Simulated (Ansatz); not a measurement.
C$_{2}$H$_{3}$BF$_{2}$O$_{2}$, SMILES `CC(=O)OB(F)F`. Total charge 0; spin multiplicity 1. The structure was optimised at the PBE0-D4/def2-TZVP level. It is one conformer, not always the lowest.

```xyz
10

C    -1.300    0.601    0.824
C     0.021   -0.053    0.601
O     0.867   -0.248    1.415
O     0.148   -0.470   -0.703
B     1.343   -0.652   -1.338
F     2.451   -0.048   -0.976
F     1.353   -1.414   -2.410
H    -2.100   -0.080    0.527
H    -1.381    1.487    0.191
H    -1.403    0.876    1.870
```

(1) What is the dipole moment at B3LYP/def2-TZVPP? (An estimate is asked.)

(2) And with PBE, r2SCAN, ωB97M-V? (An estimate is asked.)

(3) Give the Mulliken charges with B3LYP, r2SCAN, ωB97M-V in def2-TZVPP. (Estimate.)

Results:

(1) Computed: 2.89 D, with components (-2.66, 1.11, -0.19) D in this frame, pointing from negative to positive charge.

(2) Ansatz gave: PBE 2.76 D, r2SCAN 2.87 D, ωB97M-V 2.89 D.

(3) Ansatz gave: 
```csv
atom,B3LYP,r2SCAN,ωB97M-V
C1,-0.25,-0.15,-0.29
C2,0.32,0.35,0.33
O3,-0.26,-0.29,-0.27
O4,-0.29,-0.30,-0.29
B5,0.57,0.62,0.58
F6,-0.21,-0.23,-0.22
F7,-0.22,-0.24,-0.22
H8,0.11,0.08,0.13
H9,0.11,0.07,0.12
H10,0.11,0.08,0.12
```

B3LYP here is the variant with VWN-RPA as its local correlation; programs differ in this.
